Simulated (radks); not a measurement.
Problem. The scandium ion Sc3+ is in [Ar]. All-electron calculation, Dirac Kohn-Sham, PBE, spin-unpolarised, spherical densities, finite nucleus; Fermi nuclear charge, rms radius of each element as measured or else 0.836 A^(1/3) + 0.57 fm. Program: a radial shooting solver on a logarithmic mesh with Libxc functionals. Sub-shells are occupied by j as written (lower j first in brackets). One electron is removed from 3p3/2, 2p3/2, 3s1/2, 3p1/2 in turn, with full relaxation. Which removal costs least, and what does each cost?

Solution. 3p3/2 73.700 eV; 3p1/2 74.287 eV; 3s1/2 96.182 eV; 2p3/2 447.95 eV. The 3p3/2 electron leaves first.
